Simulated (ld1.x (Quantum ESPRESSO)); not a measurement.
## Varying the TM potential for chlorine (Cl)

Base potential:

```json
{
 "Element": "Cl",
 "Generator": "ld1.x (Quantum ESPRESSO) 7.5",
 "Type": "norm-conserving Troullier–Martins (Kleinman–Bylander form)",
 "Functional": "PW91",
 "Relativity": "scalar-relativistic",
 "Frozen core": "[Ne]",
 "Valence charge": "7",
 "Reference configuration": "3s2 3p5",
 "Partial waves": "3s (bound): rc 0.95 bohr; 3p (bound): rc 1.45 bohr",
 "Local potential": "the p channel",
 "Core correction": "none"
}
```

Cutoffs, loose and tight: the cutoffs (Ry, on a coarse ladder) from which the occupation-weighted sum of valence levels, in a spherical-Bessel basis at the reference potential, stays within 10 and 1 mRy of its value at 400 Ry. They do not see the model core or the augmentation charge, which bear on the density cutoff. Test errors are all-electron minus pseudo excitation energies from the reference, over the configurations 3s2 3p4; 3s2 3p3; 3s2 3p2; 3s1 3p5; 3s2 3p5.3; 3s1 3p6; 3s2 3p1. A dash means not determined; rows that change the core or the reference have their own tests.

```tsv
change	outcome	cutoff, loose	cutoff, tight	bound ghosts	largest test error (meV)
base	generated	140 Ry	260 Ry	none	+294
wave 3p (bound): rc 1.45 bohr becomes 3p (bound): rc 1.00 bohr	generated	140 Ry	300 Ry	none	+311
wave 3p (bound): rc 1.45 bohr becomes 3p (bound): rc 1.10 bohr	generated	140 Ry	260 Ry	none	+299
wave 3p (bound): rc 1.45 bohr becomes 3p (bound): rc 1.34 bohr	generated	140 Ry	260 Ry	none	+294
wave 3p (bound): rc 1.45 bohr becomes 3p (bound): rc 1.48 bohr	generated	140 Ry	260 Ry	none	+294
wave 3p (bound): rc 1.45 bohr becomes 3p (bound): rc 1.66 bohr	generated	140 Ry	260 Ry	none	+289
wave 3p (bound): rc 1.45 bohr becomes 3p (bound): rc 1.82 bohr	generated	140 Ry	260 Ry	none	+279
wave 3p (bound): rc 1.45 bohr becomes 3p (bound): rc 2.04 bohr	generated	140 Ry	260 Ry	none	+252
wave 3p (bound): rc 1.45 bohr becomes 3p (bound): rc 2.12 bohr	generated	140 Ry	260 Ry	none	+247
```

Reading the sweep of the p radius (base included, trends over the rows without a ghost): The loose cutoff stays near 140 Ry. The median size of the test errors (rows with all tests solved) rises from 20.7 meV at 1 to 30.2 meV at 2.12 bohr. More of the atom is replaced by a form fitted at one configuration, so other configurations suffer as the radius grows.
